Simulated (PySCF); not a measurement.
Cl$_{2}$O$_{2}$W, triplet, geometry from GFN2-xTB (such geometries of metal compounds can be far from the true shape) (the multiplicity is a formal guess) (core potentials on W), with bond 3-1 at 1.6 times its length; DF-B3LYP/def2-SVP run with PySCF.

Here is a job for PySCF.
```python
from pyscf import gto, scf, dft

mol = gto.Mole()
mol.atom = '''
    W     0.37433821   -0.07415431    0.12270466
    O     1.49271735   -0.62827810   -1.01392940
    O     0.97252291    0.33947529    2.72394984
    Cl   -0.97950147    1.60541944   -0.73627097
    Cl   -1.70452181   -1.07372945   -0.14352742
'''
mol.basis = 'def2-svp'
mol.ecp = {'W': 'def2-svp'}
mol.spin = 2
mol.verbose = 4
mol.build()

mf = dft.UKS(mol)
mf.xc = 'b3lyp'
mf.diis = False
mf.damp = 0.6
mf.diis_start_cycle = 200
mf.max_cycle = 150
mf = mf.density_fit(auxbasis='def2-universal-jkfit')
mf.kernel()
```

It wrote (shortened):

```
PySCF version 2.14.0

[INPUT] verbose = 4
[INPUT] num. atoms = 5
[INPUT] num. electrons = 64
[INPUT] charge = 0
[INPUT] spin (= nelec alpha-beta = 2S) = 2
[INPUT] symmetry False subgroup None
[INPUT] Mole.unit = angstrom
[INPUT] Symbol           X                Y                Z      unit          X                Y                Z       unit  Magmom
[...]
nuclear repulsion = 305.679391211003
number of shells = 40
number of NR pGTOs = 177
number of NR cGTOs = 96
basis = def2-svp
ecp = {'W': 'def2-svp'}

******** <class 'pyscf.df.df_jk.DFUKS'> ********
method = DFUKS
initial guess = minao
damping factor = 0.6
level_shift factor = 0
DIIS disabled
SCF conv_tol = 1e-09
SCF conv_tol_grad = None
SCF max_cycles = 150
direct_scf = False
number electrons alpha = 33  beta = 31
XC library pyscf.dft.libxc version 7.1.2
    S. Lehtola, C. Steigemann, M. J. T. Oliveira, and M. A. L. Marques,  SoftwareX 7, 1–5 (2018)
XC functionals = b3lyp
    P. J. Stephens, F. J. Devlin, C. F. Chabalowski, and M. J. Frisch,  J. Phys. Chem. 98, 11623 (1994)
radial grids:
    Treutler-Ahlrichs [JCP 102, 346 (1995); DOI:10.1063/1.469408] (M4) radial grids

becke partition: Becke, JCP 88, 2547 (1988); DOI:10.1063/1.454033
pruning grids: <function nwchem_prune>
grids dens level: 3
symmetrized grids: False
atomic radii adjust function: <function treutler_atomic_radii_adjust>
small_rho_cutoff = 0
Set gradient conv threshold to 3.16228e-05
tot grids = 90232
******** <class 'pyscf.df.df.DF'> ********
auxbasis = def2-universal-jkfit
init E= -1125.0930885028

cycle= 1 E= -1136.50846264931  delta_E= -11.4  |g|= 1.27  |ddm|= 5.18

cycle= 2 E= -1129.93933598275  delta_E= 6.57  |g|= 2.27  |ddm|= 3.23

cycle= 3 E= -1133.70944708087  delta_E= -3.77  |g|= 2.42  |ddm|= 4.04

cycle= 4 E= -1133.6774534956  delta_E= 0.032  |g|=  2.4  |ddm|= 3.69

cycle= 5 E= -1134.49858271582  delta_E= -0.821  |g|= 2.14  |ddm|= 3.46

cycle= 6 E= -1131.91467000704  delta_E= 2.58  |g|= 2.63  |ddm|=  3.7

cycle= 7 E= -1134.07273448148  delta_E= -2.16  |g|=  2.3  |ddm|= 3.83

cycle= 8 E= -1132.77990348239  delta_E= 1.29  |g|= 2.51  |ddm|= 3.72

cycle= 9 E= -1134.24614944382  delta_E= -1.47  |g|= 2.24  |ddm|= 3.67

cycle= 10 E= -1132.4537206327  delta_E= 1.79  |g|= 2.55  |ddm|= 3.71

cycle= 11 E= -1134.17905526193  delta_E= -1.73  |g|= 2.26  |ddm|= 3.73

cycle= 12 E= -1132.57937486318  delta_E=  1.6  |g|= 2.52  |ddm|= 3.71

cycle= 13 E= -1134.20481424126  delta_E= -1.63  |g|= 2.25  |ddm|= 3.71

cycle= 14 E= -1132.54405483439  delta_E= 1.66  |g|= 2.52  |ddm|= 3.71

cycle= 15 E= -1134.19861674799  delta_E= -1.65  |g|= 2.25  |ddm|= 3.71

cycle= 16 E= -1132.5591424852  delta_E= 1.64  |g|= 2.52  |ddm|= 3.71

cycle= 17 E= -1134.20201784123  delta_E= -1.64  |g|= 2.25  |ddm|= 3.71

cycle= 18 E= -1132.5566495555  delta_E= 1.65  |g|= 2.52  |ddm|= 3.71

cycle= 19 E= -1134.20182346321  delta_E= -1.65  |g|= 2.25  |ddm|= 3.71

cycle= 20 E= -1132.55869604098  delta_E= 1.64  |g|= 2.51  |ddm|= 3.71

cycle= 21 E= -1134.20239671497  delta_E= -1.64  |g|= 2.25  |ddm|= 3.71

cycle= 22 E= -1132.55881181226  delta_E= 1.64  |g|= 2.51  |ddm|= 3.71

cycle= 23 E= -1134.20252993896  delta_E= -1.64  |g|= 2.25  |ddm|= 3.71

cycle= 24 E= -1132.55920485759  delta_E= 1.64  |g|= 2.51  |ddm|= 3.71

cycle= 25 E= -1134.20267465835  delta_E= -1.64  |g|= 2.25  |ddm|= 3.71

cycle= 26 E= -1132.55933133556  delta_E= 1.64  |g|= 2.51  |ddm|= 3.71

cycle= 27 E= -1134.20274172247  delta_E= -1.64  |g|= 2.25  |ddm|= 3.71

cycle= 28 E= -1132.55943147722  delta_E= 1.64  |g|= 2.51  |ddm|= 3.71

cycle= 29 E= -1134.20278716821  delta_E= -1.64  |g|= 2.25  |ddm|= 3.71

cycle= 30 E= -1132.55947703675  delta_E= 1.64  |g|= 2.51  |ddm|= 3.71

cycle= 31 E= -1134.20281176572  delta_E= -1.64  |g|= 2.25  |ddm|= 3.71

cycle= 32 E= -1132.55950291699  delta_E= 1.64  |g|= 2.51  |ddm|= 3.71

cycle= 33 E= -1134.20282616045  delta_E= -1.64  |g|= 2.25  |ddm|= 3.71

cycle= 34 E= -1132.55951420166  delta_E= 1.64  |g|= 2.51  |ddm|= 3.71

cycle= 35 E= -1134.20283380994  delta_E= -1.64  |g|= 2.25  |ddm|= 3.71

cycle= 36 E= -1132.55951854554  delta_E= 1.64  |g|= 2.51  |ddm|= 3.71

cycle= 37 E= -1134.20283773861  delta_E= -1.64  |g|= 2.25  |ddm|= 3.71

cycle= 38 E= -1132.55951898386  delta_E= 1.64  |g|= 2.51  |ddm|= 3.71

cycle= 39 E= -1134.20283949348  delta_E= -1.64  |g|= 2.25  |ddm|= 3.71

cycle= 40 E= -1132.5595176545  delta_E= 1.64  |g|= 2.51  |ddm|= 3.71

cycle= 41 E= -1134.20284007732  delta_E= -1.64  |g|= 2.25  |ddm|= 3.71

cycle= 42 E= -1132.55951561202  delta_E= 1.64  |g|= 2.51  |ddm|= 3.71

cycle= 43 E= -1134.20284005192  delta_E= -1.64  |g|= 2.25  |ddm|= 3.71

cycle= 44 E= -1132.55951344642  delta_E= 1.64  |g|= 2.51  |ddm|= 3.71

cycle= 45 E= -1134.20283974529  delta_E= -1.64  |g|= 2.25  |ddm|= 3.71

cycle= 46 E= -1132.55951143334  delta_E= 1.64  |g|= 2.51  |ddm|= 3.71

cycle= 47 E= -1134.20283933626  delta_E= -1.64  |g|= 2.25  |ddm|= 3.71

cycle= 48 E= -1132.55950968855  delta_E= 1.64  |g|= 2.51  |ddm|= 3.71

cycle= 49 E= -1134.20283891895  delta_E= -1.64  |g|= 2.25  |ddm|= 3.71

cycle= 50 E= -1132.55950823867  delta_E= 1.64  |g|= 2.51  |ddm|= 3.71

cycle= 51 E= -1134.20283853805  delta_E= -1.64  |g|= 2.25  |ddm|= 3.71

cycle= 52 E= -1132.55950706749  delta_E= 1.64  |g|= 2.51  |ddm|= 3.71

cycle= 53 E= -1134.20283821102  delta_E= -1.64  |g|= 2.25  |ddm|= 3.71

cycle= 54 E= -1132.55950614021  delta_E= 1.64  |g|= 2.51  |ddm|= 3.71

cycle= 55 E= -1134.20283794078  delta_E= -1.64  |g|= 2.25  |ddm|= 3.71

cycle= 56 E= -1132.55950541685  delta_E= 1.64  |g|= 2.51  |ddm|= 3.71

cycle= 57 E= -1134.20283772323  delta_E= -1.64  |g|= 2.25  |ddm|= 3.71

cycle= 58 E= -1132.55950485892  delta_E= 1.64  |g|= 2.51  |ddm|= 3.71

cycle= 59 E= -1134.20283755137  delta_E= -1.64  |g|= 2.25  |ddm|= 3.71

cycle= 60 E= -1132.55950443239  delta_E= 1.64  |g|= 2.51  |ddm|= 3.71

cycle= 61 E= -1134.20283741749  delta_E= -1.64  |g|= 2.25  |ddm|= 3.71

cycle= 62 E= -1132.55950410862  delta_E= 1.64  |g|= 2.51  |ddm|= 3.71

[...]

cycle= 70 E= -1132.55950344081  delta_E= 1.64  |g|= 2.51  |ddm|= 3.71

cycle= 71 E= -1134.20283709665  delta_E= -1.64  |g|= 2.25  |ddm|= 3.71

cycle= 72 E= -1132.55950336459  delta_E= 1.64  |g|= 2.51  |ddm|= 3.71

cycle= 73 E= -1134.20283707128  delta_E= -1.64  |g|= 2.25  |ddm|= 3.71

cycle= 74 E= -1132.55950330802  delta_E= 1.64  |g|= 2.51  |ddm|= 3.71

cycle= 75 E= -1134.20283705236  delta_E= -1.64  |g|= 2.25  |ddm|= 3.71

cycle= 76 E= -1132.55950326612  delta_E= 1.64  |g|= 2.51  |ddm|= 3.71

cycle= 77 E= -1134.20283703828  delta_E= -1.64  |g|= 2.25  |ddm|= 3.71

cycle= 78 E= -1132.55950323513  delta_E= 1.64  |g|= 2.51  |ddm|= 3.71

cycle= 79 E= -1134.20283702783  delta_E= -1.64  |g|= 2.25  |ddm|= 3.71

cycle= 80 E= -1132.55950321226  delta_E= 1.64  |g|= 2.51  |ddm|= 3.71

cycle= 81 E= -1134.2028370201  delta_E= -1.64  |g|= 2.25  |ddm|= 3.71

cycle= 82 E= -1132.55950319539  delta_E= 1.64  |g|= 2.51  |ddm|= 3.71

cycle= 83 E= -1134.20283701437  delta_E= -1.64  |g|= 2.25  |ddm|= 3.71

cycle= 84 E= -1132.55950318296  delta_E= 1.64  |g|= 2.51  |ddm|= 3.71

cycle= 85 E= -1134.20283701015  delta_E= -1.64  |g|= 2.25  |ddm|= 3.71

cycle= 86 E= -1132.55950317381  delta_E= 1.64  |g|= 2.51  |ddm|= 3.71

cycle= 87 E= -1134.20283700703  delta_E= -1.64  |g|= 2.25  |ddm|= 3.71

cycle= 88 E= -1132.55950316708  delta_E= 1.64  |g|= 2.51  |ddm|= 3.71

cycle= 89 E= -1134.20283700473  delta_E= -1.64  |g|= 2.25  |ddm|= 3.71

cycle= 90 E= -1132.55950316214  delta_E= 1.64  |g|= 2.51  |ddm|= 3.71

cycle= 91 E= -1134.20283700304  delta_E= -1.64  |g|= 2.25  |ddm|= 3.71

cycle= 92 E= -1132.5595031585  delta_E= 1.64  |g|= 2.51  |ddm|= 3.71

cycle= 93 E= -1134.2028370018  delta_E= -1.64  |g|= 2.25  |ddm|= 3.71

cycle= 94 E= -1132.55950315584  delta_E= 1.64  |g|= 2.51  |ddm|= 3.71

cycle= 95 E= -1134.20283700088  delta_E= -1.64  |g|= 2.25  |ddm|= 3.71

cycle= 96 E= -1132.55950315388  delta_E= 1.64  |g|= 2.51  |ddm|= 3.71

cycle= 97 E= -1134.20283700021  delta_E= -1.64  |g|= 2.25  |ddm|= 3.71

cycle= 98 E= -1132.55950315245  delta_E= 1.64  |g|= 2.51  |ddm|= 3.71

cycle= 99 E= -1134.20283699972  delta_E= -1.64  |g|= 2.25  |ddm|= 3.71

cycle= 100 E= -1132.5595031514  delta_E= 1.64  |g|= 2.51  |ddm|= 3.71

cycle= 101 E= -1134.20283699936  delta_E= -1.64  |g|= 2.25  |ddm|= 3.71

cycle= 102 E= -1132.55950315063  delta_E= 1.64  |g|= 2.51  |ddm|= 3.71

cycle= 103 E= -1134.20283699909  delta_E= -1.64  |g|= 2.25  |ddm|= 3.71

cycle= 104 E= -1132.55950315006  delta_E= 1.64  |g|= 2.51  |ddm|= 3.71

cycle= 105 E= -1134.2028369989  delta_E= -1.64  |g|= 2.25  |ddm|= 3.71

cycle= 106 E= -1132.55950314965  delta_E= 1.64  |g|= 2.51  |ddm|= 3.71

cycle= 107 E= -1134.20283699875  delta_E= -1.64  |g|= 2.25  |ddm|= 3.71

cycle= 108 E= -1132.55950314934  delta_E= 1.64  |g|= 2.51  |ddm|= 3.71

cycle= 109 E= -1134.20283699865  delta_E= -1.64  |g|= 2.25  |ddm|= 3.71

cycle= 110 E= -1132.55950314912  delta_E= 1.64  |g|= 2.51  |ddm|= 3.71

cycle= 111 E= -1134.20283699857  delta_E= -1.64  |g|= 2.25  |ddm|= 3.71

cycle= 112 E= -1132.55950314896  delta_E= 1.64  |g|= 2.51  |ddm|= 3.71

cycle= 113 E= -1134.20283699852  delta_E= -1.64  |g|= 2.25  |ddm|= 3.71

cycle= 114 E= -1132.55950314884  delta_E= 1.64  |g|= 2.51  |ddm|= 3.71

cycle= 115 E= -1134.20283699848  delta_E= -1.64  |g|= 2.25  |ddm|= 3.71

cycle= 116 E= -1132.55950314875  delta_E= 1.64  |g|= 2.51  |ddm|= 3.71

cycle= 117 E= -1134.20283699845  delta_E= -1.64  |g|= 2.25  |ddm|= 3.71

cycle= 118 E= -1132.55950314869  delta_E= 1.64  |g|= 2.51  |ddm|= 3.71

cycle= 119 E= -1134.20283699843  delta_E= -1.64  |g|= 2.25  |ddm|= 3.71

cycle= 120 E= -1132.55950314864  delta_E= 1.64  |g|= 2.51  |ddm|= 3.71

cycle= 121 E= -1134.20283699841  delta_E= -1.64  |g|= 2.25  |ddm|= 3.71

cycle= 122 E= -1132.55950314861  delta_E= 1.64  |g|= 2.51  |ddm|= 3.71

cycle= 123 E= -1134.2028369984  delta_E= -1.64  |g|= 2.25  |ddm|= 3.71

cycle= 124 E= -1132.55950314859  delta_E= 1.64  |g|= 2.51  |ddm|= 3.71

cycle= 125 E= -1134.20283699839  delta_E= -1.64  |g|= 2.25  |ddm|= 3.71

cycle= 126 E= -1132.55950314857  delta_E= 1.64  |g|= 2.51  |ddm|= 3.71

cycle= 127 E= -1134.20283699838  delta_E= -1.64  |g|= 2.25  |ddm|= 3.71

cycle= 128 E= -1132.55950314855  delta_E= 1.64  |g|= 2.51  |ddm|= 3.71

cycle= 129 E= -1134.20283699838  delta_E= -1.64  |g|= 2.25  |ddm|= 3.71

cycle= 130 E= -1132.55950314854  delta_E= 1.64  |g|= 2.51  |ddm|= 3.71

cycle= 131 E= -1134.20283699837  delta_E= -1.64  |g|= 2.25  |ddm|= 3.71

cycle= 132 E= -1132.55950314854  delta_E= 1.64  |g|= 2.51  |ddm|= 3.71

cycle= 133 E= -1134.20283699837  delta_E= -1.64  |g|= 2.25  |ddm|= 3.71

cycle= 134 E= -1132.55950314853  delta_E= 1.64  |g|= 2.51  |ddm|= 3.71

cycle= 135 E= -1134.20283699837  delta_E= -1.64  |g|= 2.25  |ddm|= 3.71

cycle= 136 E= -1132.55950314852  delta_E= 1.64  |g|= 2.51  |ddm|= 3.71

cycle= 137 E= -1134.20283699837  delta_E= -1.64  |g|= 2.25  |ddm|= 3.71

cycle= 138 E= -1132.55950314852  delta_E= 1.64  |g|= 2.51  |ddm|= 3.71

cycle= 139 E= -1134.20283699837  delta_E= -1.64  |g|= 2.25  |ddm|= 3.71

cycle= 140 E= -1132.55950314852  delta_E= 1.64  |g|= 2.51  |ddm|= 3.71

cycle= 141 E= -1134.20283699837  delta_E= -1.64  |g|= 2.25  |ddm|= 3.71

cycle= 142 E= -1132.55950314852  delta_E= 1.64  |g|= 2.51  |ddm|= 3.71

cycle= 143 E= -1134.20283699837  delta_E= -1.64  |g|= 2.25  |ddm|= 3.71

cycle= 144 E= -1132.55950314852  delta_E= 1.64  |g|= 2.51  |ddm|= 3.71

cycle= 145 E= -1134.20283699837  delta_E= -1.64  |g|= 2.25  |ddm|= 3.71

cycle= 146 E= -1132.55950314852  delta_E= 1.64  |g|= 2.51  |ddm|= 3.71

cycle= 147 E= -1134.20283699837  delta_E= -1.64  |g|= 2.25  |ddm|= 3.71

cycle= 148 E= -1132.55950314852  delta_E= 1.64  |g|= 2.51  |ddm|= 3.71

cycle= 149 E= -1134.20283699837  delta_E= -1.64  |g|= 2.25  |ddm|= 3.71

cycle= 150 E= -1132.55950314852  delta_E= 1.64  |g|= 2.51  |ddm|= 3.71
SCF not converged.
SCF energy = -1132.55950314852 after 150 cycles  <S^2> = 2.0043061  2S+1 = 3.0028694
```

Convergence was not reached.
